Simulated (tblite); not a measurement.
C9H14Si.
Structure used (GFN2-xTB), in Å, numbered top down from 1:
```xyz
24
C9H14Si angstrom
C     -2.8444   -1.2362    0.1965
C     -1.3530   -1.1287   -0.0944
C     -0.8311    0.2761   -0.1716
C     -1.5582    1.4002   -0.0969
Si    -0.4520    2.9129   -0.2264
C      1.0239    1.7623   -0.3861
C      0.6250    0.4824   -0.3350
C      1.5180   -0.6978   -0.4272
C      2.0257   -1.3514    0.8315
C      2.9706   -0.6187   -0.0692
H     -3.1350   -2.2823    0.2686
H     -3.0873   -0.7474    1.1373
H     -3.4270   -0.7748   -0.5976
H     -1.1377   -1.6318   -1.0433
H     -0.7943   -1.6616    0.6813
H     -2.6272    1.3893    0.0261
H     -0.4311    3.7308    0.9887
H     -0.6914    3.7258   -1.4204
H      2.0581    2.0330   -0.5168
H      1.2580   -1.3744   -1.2355
H      1.7700   -0.8894    1.7739
H      2.0716   -2.4299    0.8711
H      3.3638    0.3234    0.2792
H      3.6733   -1.1922   -0.6551
```

Method: GFN2-xTB as coded in tblite; computed harmonic values from a numerical Hessian at the method's own geometry, unscaled. This tight-binding method is rough: wavenumbers can miss measured ones by several per cent, in bad cases by 10 to 20. Modes of hydrogen on silicon can be 10 to 20 % off. One conformer, not necessarily the lowest.

Harmonic wavenumbers (cm⁻¹): 50.2, 69.9, 99.0, 152.2, 156.3, 220.0, 240.0, 265.0, 339.9, 385.4, 452.6, 469.7, 485.8, 501.4, 512.3, 616.0, 630.6, 728.6, 767.0, 776.4, 790.2, 807.8, 822.3, 828.6, 841.4, 864.5, 945.1, 980.0, 1016.8, 1048.8, 1069.4, 1073.4, 1077.3, 1088.7, 1099.2, 1117.6, 1148.3, 1157.9, 1184.3, 1240.4, 1255.1, 1271.8, 1351.7, 1385.8, 1410.4, 1437.6, 1467.4, 1487.0, 1505.9, 1511.9, 1587.2, 1632.3, 2235.5, 2243.9, 2928.6, 2955.6, 3010.9, 3027.7, 3033.1, 3037.6, 3078.4, 3083.6, 3091.6, 3096.3, 3108.7, 3109.3.

A = 1298, B = 1015, C = 601.3 MHz; mass 150.086 u (most abundant isotopes); point group C1, symmetry number 1.

Question: Zero-point energy?

Answer: ½Σν̃ = 43233 cm⁻¹ = 517.18 kJ/mol.

Question: What is S at 298.15 K and 1 bar for an ideal gas of classical rigid rotors and harmonic oscillators?

Answer: Translation 171.35, rotation 127.13, vibration 136.60: S = 435.1 J/(mol K).

Question: And Cp and H(298.15 K) − H(0)?

Answer: Cp = 190.86 J/(mol K), of which vibrations give 157.60 (their classical limit is 66 R = 548.8); H(298.15 K) − H(0) = 32.17 kJ/mol without the zero-point energy, 22.25 from vibrations.

Question: Which modes carry the vibrational entropy at 298.15 K?

Answer: 50.2 cm⁻¹: 20.12; 69.9 cm⁻¹: 17.39; 99.0 cm⁻¹: 14.53; 152.2 cm⁻¹: 11.06; 156.3 cm⁻¹: 10.85; 220.0 cm⁻¹: 8.20 J/(mol K); the other 60 give 54.44 together.

Question: How do the functions run with temperature in this model?

Answer: 
| T (K) | S (J/(mol K)) | Cp (J/(mol K)) | H − H(0) (kJ/mol) | G − H(0) (kJ/mol) | ln q(vib) |
| --- | --- | --- | --- | --- | --- |
| 100 | 299.0 | 81.8 | 5.56 | -24.34 | 1.74 |
| 200 | 371.2 | 133.6 | 16.27 | -57.96 | 4.56 |
| 300 | 436.3 | 191.9 | 32.52 | -98.36 | 7.51 |
| 500 | 560.0 | 295.8 | 81.85 | -198.15 | 13.70 |
| 800 | 722.5 | 394.0 | 186.70 | -391.27 | 22.98 |
| 1000 | 815.1 | 435.9 | 269.92 | -545.21 | 28.83 |

q(vib) and H(0) count from the zero-point level.

Question: What must be added to the electronic energy to get the Gibbs energy at 298.15 K and 1 bar?

Answer: ZPE + [H(298.15 K) − H(0)] − T·S = 517.18 + 32.17 − 129.72 = 419.63 kJ/mol.

Hindered rotation and anharmonicity are outside this model. Other conformers, if any are populated, would add a mixing term that is left out. The structure is chiral; the term R ln 2 for an equal mix with its mirror image is left out.
